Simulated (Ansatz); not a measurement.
Program: Ansatz. Geometries: PBE0-D4/def2-TZVP. ΔE: electronic, gas phase. CCSD(T)/CBS is the MP2 limit (def2-TZVPP, def2-QZVPP) plus CCSD(T) − MP2 in def2-TZVPP, frozen cores. DFT in def2-TZVPP. B3LYP here is the variant with VWN-RPA as its local correlation; programs differ in this. For Ge outer-core shells are correlated without core-valence functions, which leaves a few kJ/mol of doubt a bond. Scalar relativity is left out up to krypton. Each species was taken in one conformer, which may not be the lowest.

`O[SiH](O)[NH][GeH3]` + `BOC(C)=O` → `BO[C](=O)[GeH3]` + `CN[SiH](O)O`  (redistribution)

```
             level  ΔE (kcal/mol)  difference from CCSD(T)/CBS
            PBE-D4           21.3                         -3.0
         r2SCAN-D4           24.1                         -0.2
           PBE0-D4           23.5                         -0.8
          B3LYP-D4           22.9                         -1.4
           ωB97X-V           24.0                         -0.3
           ωB97M-V           24.1                         -0.2
            B2PLYP           23.7                         -0.6
               PBE           21.1                         -3.2
            r2SCAN           24.1                         -0.2
              PBE0           23.3                         -1.0
             B3LYP           22.4                         -1.9
     HF/def2-TZVPP           27.3                          3.0
    MP2/def2-TZVPP           25.3                          1.0
SCS-MP2/def2-TZVPP           24.9                          0.6
   CCSD/def2-TZVPP           24.8                          0.5
CCSD(T)/def2-TZVPP           24.3                          0.0
     HF/def2-QZVPP           27.4                          3.1
    MP2/def2-QZVPP           25.3                          1.0
SCS-MP2/def2-QZVPP           25.0                          0.7
      HF/CBS(def2)           27.4                          3.1
     MP2/CBS(def2)           25.3                          1.0
    CCSD/CBS(def2)           24.8                          0.5
       CCSD(T)/CBS           24.3                            0
```

Largest T1 diagnostic among the species: 0.015.

In def2-TZVPP, CCSD(T) changes the Hartree–Fock value by −3.0 kcal/mol (the triples alone add −0.5 kcal/mol) and MP2 by −2.0 kcal/mol. From PBE to PBE0 (25 % exact exchange), in def2-TZVPP and without D4, ΔE moves by +2.2 kcal/mol.
